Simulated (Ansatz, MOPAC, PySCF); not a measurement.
Lewis adduct: C2H6Zn (SMILES [CH3][Zn][CH3]) (first 9 atoms) with H2O (SMILES O); geometry from GFN2-xTB.
(charge 0, multiplicity 1):
```xyz
12

C     -0.06175     2.08217    -0.20757
Zn    -0.00395     0.05996     0.10670
C      0.09058    -1.98211    -0.02292
H      0.79906     2.57491     0.23807
H     -0.94629     2.52897     0.23991
H     -0.06990     2.35586    -1.25861
H     -0.70567    -2.45557     0.54698
H      1.03007    -2.35965     0.37531
H      0.01090    -2.35320    -1.04097
O     -0.06617     0.15573     2.44539
H     -0.10149     0.94696     2.98753
H     -0.05589    -0.60888     3.02517
```

Interaction energies are E(AB) − E(A) − E(B) at the monomers' geometry in the complex; basis-set methods are counterpoise corrected.

Correlated levels freeze the cores. Rows in 6-31G* carry no dispersion term and start afresh at each structure (6-31G* with six Cartesian d functions); the Pople sets are all-electron and without relativity. The state that AM1 reach isn't checked.

Run with Ansatz (a program for electronic structure) with Gaussian orbitals; MOPAC for AM1 (differences of heats of formation); PySCF for 6-31G* rows, the dispersion terms. Values without a source in brackets are computed.

Q: Estimate the interaction energy that AM1 returns for this input.

A: 7.4 kcal/mol
